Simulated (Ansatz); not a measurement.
Consider the redistribution: `[GeH3][SiH2][SiH2][SiH2][GeH2][GeH3]` + `[OH][GeH2][SiH3]` → `[SiH3][GeH2][SiH2][GeH2][GeH3]` + `O[SiH2][SiH2][GeH3]`.

Isolated molecules relaxed with PBE0-D4/def2-TZVP in Ansatz; ΔE leaves out vibrations. CCSD(T)/CBS is the MP2 limit (def2-TZVPP, def2-QZVPP) plus CCSD(T) − MP2 in def2-TZVPP, frozen cores. DFT in def2-TZVPP. For Ge outer-core shells are correlated without core-valence functions, which leaves a few kJ/mol of doubt a bond. Scalar relativity is left out up to krypton. One conformer a species, not always the lowest.

`[GeH3][SiH2][SiH2][SiH2][GeH2][GeH3]`:

```xyz
20

Ge    2.698    0.091    0.215
Si    1.157    1.867   -0.157
Si   -0.179    1.359   -2.005
Si   -1.198   -0.717   -1.666
Ge   -2.288   -0.766    0.454
Ge   -0.800   -1.350    2.277
H     3.727    0.046   -0.927
H     3.448    0.264    1.546
H     1.961   -1.259    0.244
H     1.904    3.139   -0.364
H     0.284    2.029    1.038
H    -1.236    2.395   -2.182
H     0.661    1.329   -3.236
H    -2.190   -0.986   -2.744
H    -0.169   -1.793   -1.705
H    -2.926    0.608    0.741
H    -3.428   -1.804    0.426
H    -1.604   -1.519    3.577
H    -0.082   -2.673    1.966
H     0.260   -0.259    2.501
```

`[OH][GeH2][SiH3]`:

Z-matrix (Å, degrees):
```
Ge
Si 1 2.389
O 1 1.791 2 109.9
H 1 1.536 2 113.0 3 115.2
H 1 1.546 2 111.3 3 -121.0
H 2 1.488 1 110.2 3 177.8
H 2 1.488 1 109.3 3 58.3
H 2 1.486 1 110.4 3 -61.5
H 3 0.960 1 112.4 2 -65.1
```

`[SiH3][GeH2][SiH2][GeH2][GeH3]`:

Z-matrix (Å, degrees):
```
Si
Ge 1 2.379
H 1 1.487 2 109.3
H 1 1.487 2 111.3 3 120.3
H 1 1.487 2 109.7 3 -119.0
Si 2 2.381 1 109.8 3 59.5
H 2 1.541 1 109.2 3 -59.7
H 2 1.540 1 110.4 3 -177.9
Ge 6 2.380 2 108.2 1 -49.1
H 6 1.489 2 110.5 1 -169.0
H 6 1.489 2 109.7 1 71.5
Ge 9 2.424 6 109.8 2 -49.6
H 9 1.540 6 111.3 2 -171.4
H 9 1.541 6 109.2 2 69.7
H 12 1.538 9 110.1 6 -58.8
H 12 1.537 9 111.2 6 -179.3
H 12 1.538 9 109.8 6 60.4
```

`O[SiH2][SiH2][GeH3]`:

Z-matrix (Å, degrees):
```
Si
Si 1 2.335
O 1 1.654 2 105.8
H 1 1.493 2 109.8 3 -120.1
H 1 1.492 2 112.2 3 121.3
Ge 2 2.380 1 109.7 3 49.3
H 2 1.489 1 110.8 3 -71.9
H 2 1.490 1 108.8 3 169.3
H 3 0.958 1 117.8 2 179.2
H 6 1.538 2 110.0 1 54.3
H 6 1.539 2 111.0 1 174.1
H 6 1.536 2 110.4 1 -65.5
```

```
         level  ΔE (kJ/mol)
        PBE-D4        -64.2
       ωB97M-V        -76.9
           PBE        -69.0
MP2/def2-QZVPP        -79.2
```

Task: What does CCSD(T)/CBS give? (Estimate.)

Result: Ansatz gave: -76.8 kJ/mol. The listed levels differ from it by 12.6, -0.1, 7.8, -2.4 kJ/mol.

Largest T1 diagnostic among the species: 0.013.

From PBE to PBE0 (25 % exact exchange), in def2-TZVPP and without D4, ΔE moves by −5.2 kJ/mol. The D4 term adds +7.5 kJ/mol with B3LYP and +4.6 kJ/mol with PBE0; it sums over pairs of atoms, weighted by their polarisabilities, and B3LYP, whose exchange is more repulsive, gets the larger term. In def2-TZVPP, CCSD(T) changes the Hartree–Fock value by +14.4 kJ/mol (the triples alone add +3.4 kJ/mol) and MP2 by +10.3 kJ/mol.

B3LYP here is the variant with VWN-RPA as its local correlation; programs differ in this.
